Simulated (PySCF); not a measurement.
As (SMILES [As+]), charge +1, triplet. Base run: TPSS/3-21G run with PySCF.

PySCF was given this input:
```python
from pyscf import gto, scf, dft

mol = gto.M(
    atom='''
As    0.000000    0.000000    0.000000
''',
    basis='3-21g',
    charge=1,
    spin=2,
    verbose=3,
)

mf = dft.UKS(mol)
mf.xc = 'tpss'
mf.kernel()
mf.analyze()
```

Variants of this job, named by their change:

```csv
change,ΔE vs base (mEh),fitting functions
base,0.000,-
auxbasis = def2-universal-jkfit,-0.175,266
auxbasis = even-tempered beta=3.0,-17.538,139
auxbasis = cc-pvdz-jkfit,-1.058,171
auxbasis = cc-pvtz-jkfit,-1.058,207
auxbasis = def2-tzvp-ri,-8760.1,159
auxbasis = even-tempered beta=1.6,-0.003,311
auxbasis = def2-svp-ri,-8760.1,127
auxbasis = cc-pvtz-ri,-9193.2,166
auxbasis = cc-pvqz-jkfit,-1.058,218
```

A fitting set is made for a task (jfit for Coulomb, jkfit for Coulomb and exchange, ri for correlation) and for a family of orbital bases.

Open shells are given as the SCF converged; they aren't shown to be the lowest states, and a large step between rows can be another state.
